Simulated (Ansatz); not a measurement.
`C[S][Mg][Br]`, charge 0, multiplicity 1.

Q: Give a relaxed structure at PBE0-D4/def2-TZVP (Ansatz). (Estimate.)

A: Ansatz gave: 
Cartesian coordinates in Å:
```
C -0.0828 1.2399 0.2542
S -0.7665 0.2237 -1.1024
Mg -0.0268 -1.8724 -0.6153
Br 0.7409 -4.0128 -0.0995
H 1.0065 1.2204 0.2699
H -0.4012 2.2653 0.0671
H -0.4702 0.9358 1.2260
```
Point group Cs.
